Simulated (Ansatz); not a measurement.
Job for Ansatz (a quantum-chemistry and plane-wave program): R-MP2/def2-TZVPPD on F3In (SMILES [F][In]([F])[F]), atoms moved off the minimum. Elements past Kr take the def2 small-core potentials; no spin–orbit coupling. Files ending in .json are basis or fitting sets from the Basis Set Exchange. The run froze 12 orbitals, filled d shells among them.

Ansatz 0.2 input:
```yaml
crystal:
  periodic: [false, false, false]
  atoms:
    - {symbol: In, position_ang: [0.01147998, -0.11346804, 0.03244063]}
    - {symbol: F, position_ang: [-1.54683080, -1.03432367, -0.01982235]}
    - {symbol: F, position_ang: [-0.11915169, 1.76564213, -0.72339607]}
    - {symbol: F, position_ang: [1.54214045, -0.66208208, 0.69767487]}
basis:
  gaussian:
    orbitals: def2-TZVPPD.json
magnetization: {spin_polarized: false}
correlation: {method: mp2, electrons: outside_noble_gas}
scf: {lower_state_search: off}
output: {forces: true}
```

Program output:

```
WARN ansatz: RAYON_NUM_THREADS=6 ignored (pool sized by the plan → 6); use --threads N
Functional definition: HF
these checks for a lower state are left out or cut short: starts, cluster_reference, orbital_swaps, neighbouring_geometries, increment
integrals: 0.23 GiB planned
1285 factors; integrals over basis functions are off by at most 5.4e-4 eV
mean field: 0.70 GiB planned
mean field evaluation 1: about -13267.3528 eV, gradient 5.2e1 eV
mean field evaluation 2: about -13267.3930 eV, gradient 5.2e1 eV
mean field evaluation 4: about -13271.4728 eV, gradient 1.7e0 eV
mean field evaluation 8: about -13271.4945 eV, gradient 2.9e-1 eV
mean field -13271.49475686 eV, -487.7184365722 hartree, gradient 3.1e-6 eV, S^2 0.000000; 0 other end points of the search recorded, 0 dependent functions left out
12 core orbitals not correlated, not the lowest: weight in the atoms' cores, before any rotation towards them, 0.912 or more for the frozen orbitals, at most 0.062 for the correlated occupied ones
reference -13271.49475686 eV, -487.7184365722 hartree; 12, 12 occupied and 152, 152 virtual orbitals, 1285 factors
densities: 0.64 GiB planned
second order -22.84358463 eV of doubles, -0.00000000 eV of singles
the calculation of the forces begins
mean field evaluation 16: about -13271.4145 eV, gradient 1.0e0 eV
Total energy: -13294.33834149 eV, -488.5579228235 hartree
Atom 0 at     0.011480    -0.113468     0.032441 Å, force    -2.443083     5.512127    -2.896996 eV/Å
Atom 1 at    -1.546831    -1.034324    -0.019822 Å, force    -3.580323    -2.162327    -0.126900 eV/Å
Atom 2 at    -0.119152     1.765642    -0.723396 Å, force     0.136659    -1.253262     0.497453 eV/Å
Atom 3 at     1.542140    -0.662082     0.697675 Å, force     5.886747    -2.096537     2.526443 eV/Å
Dipole moment:     0.109100    -0.319870     0.122957 e Å
Checks for a lower state left out: starts, cluster_reference, orbital_swaps, neighbouring_geometries, increment
```

Self-consistency was reached.

Cost: roughly 23 core-seconds.
